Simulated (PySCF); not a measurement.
**TDDFT excited states: C2H10FN3Si**

C2H10FN3Si.
Atom-mapped SMILES: `[NH2:1][CH2:2][CH2:3][NH:4][Si@H:5]([NH2:6])[F:7]` (hydrogens: H8, H9 on N1; H10, H11 on C2; H12, H13 on C3; H14 on N4; H15 on Si5; H16, H17 on N6)

Geometry (GFN2-xTB, Å), atoms numbered from 1 in this order:
```
atom  x, y, z in Å
N1    -1.8718    0.7300    1.1120
C2    -2.0167    0.2660   -0.2525
C3    -0.6920    0.0722   -1.0192
N4     0.1715   -0.9067   -0.4128
Si5    1.4982   -0.5975    0.6166
N6     2.7061    0.2312   -0.2735
F7     2.0965   -2.0494    0.9612
H8    -1.3257    0.0621    1.6459
H9    -1.3740    1.6145    1.1299
H10   -2.5538   -0.6867   -0.2208
H11   -2.6352    0.9887   -0.7921
H12   -0.9248   -0.2270   -2.0486
H13   -0.1527    1.0216   -1.0546
H14   -0.2611   -1.8160   -0.3575
H15    1.1974   -0.0336    1.9351
H16    3.6433    0.2655    0.0895
H17    2.4877    1.0772   -0.7694
```

The calculation used PySCF, TDDFT CAM-B3LYP/def2-SVPD, vertical, gas phase, core orbitals frozen in the response.

Question: What does the calculation give for the low-lying excited states?

Answer: 

```json
{"state": "S1", "E (eV)": "6.01", "E (hartree)": "0.2209", "f": "0.0031", "|μ| (D)": "0.37", "main configurations (H = HOMO, L = LUMO)": "H→L (73%), H→L+2 (16%)"}
{"state": "S2", "E (eV)": "6.50", "E (hartree)": "0.2388", "f": "0.0069", "|μ| (D)": "0.53", "main configurations (H = HOMO, L = LUMO)": "H→L+1 (52%), H-1→L (17%), H→L+3 (9%)"}
{"state": "S3", "E (eV)": "6.64", "E (hartree)": "0.2441", "f": "0.017", "|μ| (D)": "0.83", "main configurations (H = HOMO, L = LUMO)": "H→L+1 (31%), H-1→L (23%), H→L+3 (15%)"}
{"state": "S4", "E (eV)": "6.79", "E (hartree)": "0.2495", "f": "0.046", "|μ| (D)": "1.33", "main configurations (H = HOMO, L = LUMO)": "H-2→L (65%)"}
{"state": "S5", "E (eV)": "7.08", "E (hartree)": "0.2603", "f": "0.056", "|μ| (D)": "1.44", "main configurations (H = HOMO, L = LUMO)": "H→L+2 (38%), H→L (18%), H→L+4 (14%)"}
{"state": "S6", "E (eV)": "7.28", "E (hartree)": "0.2676", "f": "0.025", "|μ| (D)": "0.96", "main configurations (H = HOMO, L = LUMO)": "H→L+3 (55%), H-1→L (14%), H→L+2 (8%)"}
{"state": "S7", "E (eV)": "7.30", "E (hartree)": "0.2683", "f": "0.015", "|μ| (D)": "0.74", "main configurations (H = HOMO, L = LUMO)": "H-2→L+2 (49%), H-2→L+1 (14%), H-2→L+4 (10%)"}
{"state": "S8", "E (eV)": "7.38", "E (hartree)": "0.2711", "f": "0.028", "|μ| (D)": "1.01", "main configurations (H = HOMO, L = LUMO)": "H-1→L+1 (41%), H→L+4 (18%), H-1→L (11%)"}
```

Triplets, Tamm–Dancoff:

| state | E (eV) | λ (nm) | main configurations (H = HOMO, L = LUMO) |
| --- | --- | --- | --- |
| T1 | 5.81 | 213.3 | H→L (65%), H→L+2 (20%) |
| T2 | 6.27 | 197.7 | H-1→L (34%), H→L+3 (21%), H→L+1 (12%) |
| T3 | 6.35 | 195.2 | H-2→L (59%) |

The lowest singlet comes at 206 nm (580 kJ/mol) in the ultraviolet; it is very weak; its leading configuration is HOMO→LUMO (73%). The strongest level in the table is S5 at 7.08 eV (175 nm, f = 0.056). Löwdin shares by element: HOMO nitrogen 54% or more, carbon 23% (atoms not listed hold the other 23%); LUMO hydrogen 22% or more, silicon 19%, carbon 12% or more (atoms not listed hold the other 47%). Orbital energies (eV): HOMO-3 -11.51, HOMO-2 -9.25, HOMO-1 -8.98, HOMO -8.13, LUMO 0.94, LUMO+1 1.53, LUMO+2 1.55. The oscillator strengths of these states sum to 0.197; summed over the whole spectrum of an exact calculation they would give the number of electrons, 66 (Thomas–Reiche–Kuhn). Weighted by f, the mean energy of these states is 7.02 eV. No computed singlet lies in the visible range (380 to 750 nm); the lowest, at 206 nm, stands 2.75 eV above its violet end (3.26 eV). The window holds the lowest 8 singlets.

One conformer stands for the species.

Without π bonds the low states are Rydberg-like; a valence basis with one diffuse set may place them up to an eV too high.
